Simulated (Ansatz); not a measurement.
Two members of one family ((PbO)n off), computed with Ansatz in the gas phase; def2 core potentials for Pb, no spin–orbit coupling. Binding counts from free atoms in the multiplicity of their measured ground term, without zero-point energy. The structures are stationary points that may keep the symmetry of their start. Remarks come from the PBE and PBE0 runs and from stability tests at other levels; not every state was tested.

First: Pb2O3 (with an O–O bond) (singlet, charge 0, PBE-D4/def2-SVP geometry).

Cartesian coordinates in Å:
```
Pb -1.559 -0.282 -0.567
Pb 1.596 0.533 -0.040
O 0.152 -1.122 0.822
O -0.284 0.224 1.352
O 0.095 0.647 -1.567
```

```
              level  HOMO (eV)  LUMO (eV)  gap (eV)  binding per atom (eV)
    PBE-D4/def2-SVP      -4.85      -2.16      2.69                   3.42
   PBE-D4/def2-TZVP      -5.04      -2.33      2.72                   3.44
r2SCAN-D4/def2-TZVP      -5.29      -2.16      3.13                   3.16
   PBE0-D4/def2-SVP      -6.28      -1.49      4.79                   2.95
  PBE0-D4/def2-TZVP      -6.42      -1.65      4.77                   3.01
```

Second: Pb4O3 (singlet, charge 0, PBE-D4/def2-SVP geometry).

| atom | x (Å) | y (Å) | z (Å) |
| --- | --- | --- | --- |
| Pb1 | -2.013 | -0.796 | 0.063 |
| Pb2 | 0.189 | 1.866 | -0.017 |
| Pb3 | 0.808 | -1.098 | -1.682 |
| Pb4 | 0.903 | -1.077 | 1.647 |
| O5 | -0.862 | 0.446 | -1.471 |
| O6 | 1.751 | 0.194 | -0.051 |
| O7 | -0.777 | 0.465 | 1.512 |

Problem. Estimate how these quantities change from the first to the second (second minus first).

Solution. 
```
              level  Δ HOMO (eV)  Δ LUMO (eV)  Δ gap (eV)  Δ binding per atom (eV)
    PBE-D4/def2-SVP         0.81        -0.06       -0.87                     0.23
   PBE-D4/def2-TZVP         0.96         0.01       -0.95                     0.22
r2SCAN-D4/def2-TZVP         1.06         0.02       -1.04                     0.27
   PBE0-D4/def2-SVP         1.58        -0.05       -1.63                     0.32
  PBE0-D4/def2-TZVP         1.70         0.00       -1.69                     0.30
```

Remarks: restricted SCF unstable in HF.
